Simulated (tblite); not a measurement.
Compound: C5H4FN2 (charge -1).
SMILES with atom numbers: `[CH2:1]=[CH:2][c:3]1[n:4][c:5]([F:6])[cH:7][n-:8]1` (hydrogens: H9, H10 on C1; H11 on C2; H12 on C7)
Bond orders are those of one Lewis drawing.

Computed with GFN2-xTB (tblite), gas phase: L-BFGS steps from a force-field or distance-geometry start until the largest atomic force falls under 0.01 eV/Å.

Step 21: E = -640.0173 eV
```
atom  x, y, z in Å  |  force x, y, z in eV/Å
C1      2.2901    0.4338    0.6379    0.039   0.018   0.012
C2      1.4075   -0.4998    0.2763    0.048   0.033   0.008
C3      0.0314   -0.2570   -0.0334    0.021   0.002   0.010
N4     -0.5517    0.9659    0.0027   -0.001  -0.015  -0.001
C5     -1.8057    0.6914   -0.3522    0.000  -0.044  -0.006
F6     -2.7641    1.6679   -0.4471    0.010   0.005   0.004
C7     -1.9798   -0.6577   -0.5963   -0.019  -0.035  -0.014
N8     -0.7946   -1.2620   -0.3900    0.014   0.002   0.007
H9      1.9919    1.4665    0.7191    0.020  -0.063  -0.005
H10     3.3220    0.1973    0.8599   -0.027   0.012  -0.002
H11     1.7092   -1.5409    0.1944   -0.035   0.056   0.002
H12    -2.8550   -1.2060   -0.8973   -0.069   0.029  -0.013
```

Step 22: E = -640.0178 eV
```
atom  x, y, z in Å  |  force x, y, z in eV/Å
C1      2.2918    0.4343    0.6385    0.025   0.006   0.004
C2      1.4083   -0.4982    0.2763    0.024   0.030   0.006
C3      0.0319   -0.2553   -0.0332    0.006  -0.015   0.010
N4     -0.5530    0.9666    0.0025    0.007  -0.020  -0.001
C5     -1.8061    0.6894   -0.3522   -0.002  -0.018  -0.010
F6     -2.7643    1.6651   -0.4476   -0.015   0.026   0.001
C7     -1.9800   -0.6592   -0.5973   -0.003  -0.027   0.004
N8     -0.7937   -1.2614   -0.3890    0.012  -0.019  -0.008
H9      1.9939    1.4668    0.7195    0.025  -0.054  -0.002
H10     3.3229    0.1952    0.8599   -0.016   0.019   0.001
H11     1.7076   -1.5398    0.1943   -0.026   0.052   0.002
H12    -2.8582   -1.2041   -0.8978   -0.036   0.020  -0.006
```

Q: Estimate the geometry and energy of step 23. (The exact step hangs on the optimiser's Hessian estimate; all steps are aligned on step 22, rigid shifts and turns removed.)

A: E = -640.0181 eV, largest force 0.032 eV/Å
```
atom  x, y, z in Å  |  force x, y, z in eV/Å
C1      2.2943    0.4344    0.6392    0.010  -0.006  -0.002
C2      1.4086   -0.4955    0.2765   -0.001   0.020   0.003
C3      0.0321   -0.2532   -0.0327   -0.010  -0.021   0.005
N4     -0.5548    0.9676    0.0023    0.001  -0.019  -0.003
C5     -1.8074    0.6877   -0.3527   -0.004   0.003  -0.009
F6     -2.7662    1.6628   -0.4484   -0.019   0.024  -0.001
C7     -1.9800   -0.6609   -0.5979    0.008  -0.012   0.013
N8     -0.7924   -1.2608   -0.3883    0.004  -0.028  -0.015
H9      1.9990    1.4666    0.7207    0.019  -0.024   0.001
H10     3.3240    0.1919    0.8597    0.008   0.017   0.007
H11     1.7041   -1.5373    0.1938   -0.008   0.030   0.002
H12    -2.8600   -1.2041   -0.8983   -0.007   0.016   0.000
```

The energy changes by -0.0003 eV. The first-order estimate −F·Δx gives -0.0005 eV and the mean of the old and new forces, exact on a quadratic surface, -0.0003 eV. The step makes an angle of 67° with the force vector and moves no atom by more than 0.005 Å.

What follows is the cost of the whole relaxation. The run took 0.11 s wall on one thread of an Arm Neoverse V2, shared host with 32 logical CPUs at a one-minute load of 16.
